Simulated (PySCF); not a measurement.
**Molecular orbitals of AsS**

r²SCAN at R = 2.025 Å; basis As def2-SVP, S def2-SVP; no relativity; PySCF 2.14. State: ²Π (doublet), unpaired electrons π ↑. Only the outer orbitals are listed, counted within each symmetry.

| spin | orbital | occ. | ε (eV) | on As (%) | main shells (%) |
| --- | --- | --- | --- | --- | --- |
| α | 10σ | 1 | -19.54 | 33 | 63 S s, 27 As s |
| α | 11σ | 1 | -14.03 | 62 | 60 As s, 30 S s |
| α | 12σ | 1 | -8.58 | 47 | 49 S p, 37 As p, 10 As s |
| α | 5π | 1 | -8.09 | 39 | 60 S p, 38 As p |
| α | 5π | 1 | -8.09 | 36 | 63 S p, 35 As p |
| α | 6π | 1 | -4.72 | 62 | 61 As p, 38 S p |
| α | 6π | 0 | -4.44 | 65 | 64 As p, 35 S p |
| α | 13σ | 0 | 0.24 | 71 | 62 As p, 30 S p |
| α | 14σ | 0 | 4.24 | 101 | 93 As s |
| β | 10σ | 1 | -19.25 | 32 | 64 S s, 25 As s |
| β | 11σ | 1 | -13.37 | 61 | 60 As s, 29 S s, 10 S p |
| β | 12σ | 1 | -8.28 | 49 | 47 S p, 37 As p, 11 As s |
| β | 5π | 1 | -7.97 | 34 | 65 S p, 33 As p |
| β | 5π | 1 | -7.31 | 30 | 70 S p, 28 As p |
| β | 6π | 0 | -4.14 | 67 | 66 As p, 32 S p |
| β | 6π | 0 | -3.18 | 71 | 71 As p, 28 S p |
| β | 13σ | 0 | 0.64 | 71 | 61 As p, 29 S p |

Q: Which are the highest filled and the lowest empty level, where do they sit, and how wide is the gap?

A: Highest filled α 6π at -4.72 eV (in %: 61 As p, 38 S p); lowest empty α 6π at -4.44 eV (in %: 64 As p, 35 S p); the gap at r²SCAN is 0.28 eV. Both belong to one degenerate shell, split only by its one-sided filling, so this is no excitation gap.

```json
{"bond order (Mayer)": "2.29", "⟨S²⟩": "0.753", "charge on As (Mulliken, basis-dependent)": "0.15", "charge on As (Löwdin, basis-dependent)": "0.01", "dipole moment (positive dipole means As(−)S(+))": "-1.22 D"}
```

Shares are Mulliken populations and can fall outside 0 to 100 %.

Spin–orbit coupling is left out. The state was picked by a PBE0 search and need not be the measured ground state.
